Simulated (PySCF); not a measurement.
C7H11 (doublet state).
Geometry (GFN2-xTB, Å), atoms numbered from 1 in this order:
```xyz
18
C7H11 angstrom
C      2.1831   -0.1404    0.0522
C      0.9998   -0.0255    1.0171
C      0.1148   -0.7954   -0.0226
C     -1.2134   -0.2730   -0.3132
C     -2.3580    0.1416    0.5013
C     -1.7681    1.0612   -0.5555
C      1.2218   -0.5562   -1.0695
H      2.8698   -0.9379    0.3299
H      2.7518    0.7718   -0.1177
H      0.6648    0.9997    1.1546
H      1.1054   -0.5041    1.9876
H      0.0481   -1.8496    0.2607
H     -3.3326   -0.2856    0.3025
H     -2.2100    0.3752    1.5510
H     -1.2152    1.9431   -0.2452
H     -2.3565    1.2341   -1.4476
H      1.5138   -1.4203   -1.6620
H      0.9720    0.2674   -1.7352
```

The hyperfine couplings belong to this conformer and change with its torsions.

Identity: `C1CC([C]2CC2)C1` [radical].

Level of theory: UKS B3LYP, pcH-1 on C H, non-relativistic, mean-field spin-orbit, GIAO in PySCF 2.14.0. Geometry: GFN2-xTB, one conformer, isolated molecule. The geometry wasn't refined by DFT: couplings that depend on bond lengths, twists or pyramidal angles can differ widely from those at the functional's own minimum. Stability of the SCF solution: not tested.

Question: Break the g tensor into its mass correction, gauge correction and orbital-Zeeman/spin–orbit terms.

Answer: 
```
                    Δg (ppm)     1     2     3
relativistic mass correction  -150  -150  -150
            gauge correction     7    23    21
   orbital Zeeman/spin–orbit   -20   718   749
                       total  -163   592   621
```

So g = 2.00216, 2.00291, 2.00294 and g_iso = 2.00267; the tensor is close to axial: the two nearest values differ by 4 % of g3 − g1. 

Question: Average each term over the three axes. Which is largest in size?

Answer: The orbital-Zeeman/spin–orbit term 482, the mass correction -150 and the gauge correction 17 ppm, for a total of 350 ppm. The orbital-Zeeman/spin–orbit term is the largest in size. The mass correction is the same along every axis, so the anisotropy comes from the other two: their spans along these axes are 16 (gauge) and 769 ppm (orbital Zeeman/spin–orbit).

Question: What effective moment and Curie constant follow for a powder?

Answer: With the mean of g² = 4.0107 and S(S+1) = 0.75: μ_eff = √(⟨g²⟩S(S+1)) = 1.734 μB and χT = 0.12505·⟨g²⟩·S(S+1) = 0.376 cm³ K/mol (cgs; spin-Hamiltonian part alone).

Question: At 33.846 GHz, how far is the centre of the isotropic spectrum from where a free electron (g = 2.002319) resonates?

Answer: B = hν/(g μB) with μB/h = 13.99624 MHz/mT gives 1207.71 mT for the free electron and 1207.50 mT at g_iso, 0.21 mT lower.

Question: In a frozen sample, at which fields do the three g values resonate at 9.5, 34, 94 and 263 GHz (hyperfine left aside), and which band first spreads them over more than twice a line width of 0.5 mT?

Answer: 
| band | GHz | B(g3) mT | B(g2) mT | B(g1) mT | spread mT |
| --- | --- | --- | --- | --- | --- |
| X | 9.5 | 338.88 | 338.88 | 339.01 | 0.13 |
| Q | 34.0 | 1212.83 | 1212.85 | 1213.30 | 0.47 |
| W | 94.0 | 3353.11 | 3353.16 | 3354.43 | 1.31 |
| J | 263.0 | 9381.59 | 9381.72 | 9385.26 | 3.67 |

The spread grows in proportion to the frequency. W band is the first where it exceeds 1.0 mT.

The Mulliken spin populations are largest on C4 (+0.92), C2 (+0.08) and C3 (-0.06). C4 is the only atom above +0.15. The angles at C4 add up to 332.0°, so it is pyramidal.

The HOMO–LUMO gaps are 6.46 eV among the α and 5.96 eV among the β orbitals.
